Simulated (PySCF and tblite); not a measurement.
Results of a calculation; reference values are marked as such.
## Barrier and rate of a rearrangement

System: C₇H₈O₂, numbered as in [CH3:1][C:2]1=[CH:3][C:4]([O:5][CH:6]=[O:7])=[CH:8][CH2:9]1.

Motion: shift of H on C9 from C9 to C2. Level: PBE0/pcSseg-1 + D3(BJ) on B3LYP-D3(BJ)/def2-SVP stationary points, with GFN2-xTB thermal terms. Rates follow Eyring's equation with the number of equivalent paths and no tunnelling. (PySCF 2.14 with density fitting, tblite 0.8.)

| point | symmetry | E(GFN2) kcal/mol | E(DFT) kcal/mol | ZPE change kcal/mol | lowest mode cm⁻¹ | dipole D |
| --- | --- | --- | --- | --- | --- | --- |
| start | Cs | 0.0 | 0.0 | 0.00 | 34 | 2.21 |
| saddle | C1 | 30.2 | 27.8 | -2.40 | 1162i | 2.88 |
| end | C1 | 5.8 | 5.1 | 0.34 | 10 | 2.11 |

```json
{
 "Electronic barrier": "27.8 kcal/mol",
 "Barrier with zero-point energy": "25.4 kcal/mol",
 "ΔH‡ (298 K)": "25.2 kcal/mol",
 "ΔS‡ (298 K, symmetry apart)": "-0.7 cal/(mol K)",
 "Paths": "2 equivalent paths",
 "End point": "a different minimum",
 "Mean lifetime of the start against this motion at 298 K": "4.1 days",
 "Cost": "20 min on 1 thread of Arm Neoverse N1, on a host shared with other jobs (rough), peak memory 0.88 GiB, launched as `OMP_NUM_THREADS=1 python ens_run.py task.json out`"
}
```

| T/K | ΔG‡ kcal/mol | k s⁻¹ | ΔG kcal/mol | k back s⁻¹ |
| --- | --- | --- | --- | --- |
| 298 | 25.4 | 2.8×10⁻⁶ | 5.3 | 0.011 |
| 350 | 25.4 | 0.0019 | 5.3 | 1.8 |
| 400 | 25.5 | 0.2 | 5.3 | 74 |
| 500 | 25.6 | 140 | 5.2 | 1.4×10⁴ |

ΔG and ΔG‡ leave out symmetry numbers and mirror images; rates count paths: 2 out, 1 back.

Tunnelling of the moving H, left out here, will speed the real process.
